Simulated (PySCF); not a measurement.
Input for PySCF: R-B3LYP/3-21G on C2H6S (SMILES CCS).

```python
from pyscf import gto, scf, dft, mp
from pyscf.data.elements import chemcore

mol = gto.M(
    atom='''
    C    -0.91774889   -0.30062729   -0.08284884
    C     0.32259879    0.56823698   -0.21927677
    S     1.60610442    0.24300312    1.04338227
    H    -1.66080060   -0.02604316   -0.83631315
    H    -1.36683728   -0.18763959    0.90413728
    H    -0.67357635   -1.35530801   -0.22192781
    H     0.76944291    0.47100315   -1.20852852
    H     0.07614658    1.62181190   -0.07978518
    H     1.84467043   -1.03443709    0.70116071
    ''',
    basis='3-21g',
    charge=0, spin=0, verbose=3, max_memory=1800)
mf = dft.RKS(mol, xc='b3lyp')
mf.conv_tol = 1e-8
mf.max_cycle = 100
mf.kernel()
if not mf.converged:
    mf = mf.newton().run(mf.mo_coeff, mf.mo_occ)
```

It printed:

```
converged SCF energy = -475.618726583824
```

Self-consistency was reached.

Cost: around 0.9 core-seconds (rough).
